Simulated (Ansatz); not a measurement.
`BrC[SiH2]Br` + `CBO` → `C[SiH2]Br` + `OBCBr`  (redistribution)

Gas-phase electronic energies from Ansatz, PBE0-D4/def2-TZVP geometries. CBS: MP2 limit from def2 TZ/QZ plus the TZ coupled-cluster correction, frozen cores. Functionals use def2-TZVPP. B3LYP here is the variant with VWN-RPA as its local correlation; programs differ in this. For Br outer-core shells are correlated without core-valence functions, which leaves a few kJ/mol of doubt a bond. Scalar relativity is left out up to krypton. One conformer a species, not always the lowest.

```csv
level,ΔE (kcal/mol),difference from CCSD(T)/CBS
PBE-D4,-1.4,-0.1
r2SCAN-D4,-1.7,-0.4
PBE0-D4,-1.5,-0.2
B3LYP-D4,-1.5,-0.2
ωB97X-V,-1.4,-0.1
ωB97M-V,-1.4,-0.1
B2PLYP,-1.6,-0.3
PBE0,-1.6,-0.3
B3LYP,-1.8,-0.5
HF/def2-TZVPP,-2.2,-0.9
SCS-MP2/def2-TZVPP,-1.5,-0.2
CCSD(T)/def2-TZVPP,-1.7,-0.4
MP2/def2-QZVPP,-1.1,0.2
HF/CBS(def2),-2.2,-0.9
MP2/CBS(def2),-1.0,0.3
CCSD/CBS(def2),-1.3,0.0
CCSD(T)/CBS,-1.3,0
```

Largest T1 diagnostic among the species: 0.012.
